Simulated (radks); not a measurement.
Values are calculated unless marked as measured or tabulated.
Species: the mercury ion Hg30+. Configuration: [Kr] 4d10 4f4. Level of theory: scalar-relativistic Kohn-Sham, SCAN, spin-polarised, spherical densities, finite nucleus; open shells are filled with parallel spins first (spin-orbit coupling, left out, can overturn this in heavy ions); meta-GGA in the generalised Kohn-Sham scheme; Fermi nuclear charge, rms radius 5.4648 fm (a radial shooting solver on a logarithmic mesh with Libxc functionals).

Radial electron density D(r) = 4 pi r^2 rho(r):

| r (bohr) | D(r) (e/bohr) | spin D(r) |
|---|---|---|
| 0.002114 | 31.04 | -0.000482 |
| 0.002384 | 36.11 | -0.000558 |
| 0.002688 | 41.77 | -0.000642 |
| 0.00303 | 48.02 | -0.000734 |
| 0.003444 | 55.28 | -0.000840 |
| 0.003883 | 62.57 | -0.000945 |
| 0.004378 | 70.19 | -0.00105 |
| 0.004936 | 77.95 | -0.00117 |
| 0.005566 | 85.61 | -0.00128 |
| 0.006326 | 93.33 | -0.00140 |
| 0.007132 | 99.78 | -0.00151 |
| 0.008042 | 105.1 | -0.00163 |
| 0.009067 | 108.9 | -0.00176 |
| 0.01022 | 111.0 | -0.00193 |
| 0.01162 | 111.1 | -0.00217 |
| 0.0131 | 109.5 | -0.00250 |
| 0.01477 | 106.5 | -0.00298 |
| 0.01665 | 103.0 | -0.00367 |
| 0.01878 | 99.99 | -0.00460 |
| 0.02134 | 98.56 | -0.00592 |
| 0.02406 | 100.1 | -0.00744 |
| 0.02713 | 105.1 | -0.00913 |
| 0.03059 | 113.6 | -0.0108 |
| 0.03449 | 124.7 | -0.0120 |
| 0.03889 | 136.3 | -0.0122 |
| 0.0442 | 146.3 | -0.0103 |
| 0.04983 | 150.9 | -0.00507 |
| 0.05618 | 149.3 | 0.00575 |
| 0.06335 | 142.0 | 0.0263 |
| 0.07142 | 131.6 | 0.0645 |
| 0.08118 | 121.9 | 0.140 |
| 0.09153 | 118.3 | 0.269 |
| 0.1032 | 121.8 | 0.493 |
| 0.1164 | 130.1 | 0.865 |
| 0.1312 | 137.7 | 1.46 |
| 0.1491 | 137.5 | 2.41 |
| 0.1681 | 125.8 | 3.65 |
| 0.1895 | 105.3 | 5.21 |
| 0.2137 | 83.47 | 7.05 |
| 0.241 | 68.64 | 8.93 |
| 0.2739 | 64.94 | 10.6 |
| 0.3088 | 69.72 | 11.5 |
| 0.3482 | 74.73 | 11.6 |
| 0.3925 | 72.75 | 10.6 |
| 0.4426 | 61.67 | 8.75 |
| 0.499 | 44.76 | 6.46 |
| 0.5672 | 26.50 | 4.09 |
| 0.6395 | 13.54 | 2.32 |
| 0.721 | 5.742 | 1.13 |
| 0.8129 | 1.992 | 0.464 |
| 0.9166 | 0.5562 | 0.157 |
| 1.042 | 0.1100 | 0.0383 |
| 1.175 | 0.01846 | 0.00786 |
| 1.324 | 0.002334 | 0.00120 |

D(r) has 4 maxima, at r = 0.0110, 0.0515, 0.140, 0.359 bohr, and minima at 0.0213, 0.0915, 0.267 bohr, inside which lie 1.88, 11.05, 29.63 electrons.
